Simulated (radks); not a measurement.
Values are calculated unless marked as measured or tabulated.
The manganese ion Mn9+, 16 electrons, occupied as [Ne] 3s2 3p(1/2: 1, 3/2: 3).

Code: a radial shooting solver on a logarithmic mesh with Libxc functionals. Model: Dirac Kohn-Sham, PBE, spin-unpolarised, spherical densities, finite nucleus; Fermi nuclear charge, rms radius 3.7057 fm.

Energy parts (eV):
part                      energy
total                 -30706.435
kinetic                31118.702
electron-nucleus      -69864.854
Hartree                 9277.297
exchange-correlation   -1237.581

Orbitals (lengths in bohr, moments of r in powers of bohr):
| orbital | occ. | eigenvalue (eV) | <r> | <r^4> |
|---|---|---|---|---|
| 1s1/2 | 2 | -6647.072 | 0.06090 | 0.00006402 |
| 2s1/2 | 2 | -960.5769 | 0.2781 | 0.01451 |
| 2p1/2 | 2 | -854.5275 | 0.2439 | 0.01085 |
| 2p3/2 | 4 | -844.0292 | 0.2468 | 0.01129 |
| 3s1/2 | 2 | -271.1094 | 0.7670 | 0.6757 |
| 3p1/2 | 1 | -239.0752 | 0.7720 | 0.7410 |
| 3p3/2 | 3 | -237.3106 | 0.7774 | 0.7606 |

The highest occupied level is 3p3/2 at -237.31 eV. Summed over all electrons, <r^2> = 4.758 bohr^2, which gives a Langevin (diamagnetic) susceptibility term of -3.77 x 10^-6 cm^3/mol. The electron density at the nucleus is 1.321e+04 e/bohr^3.
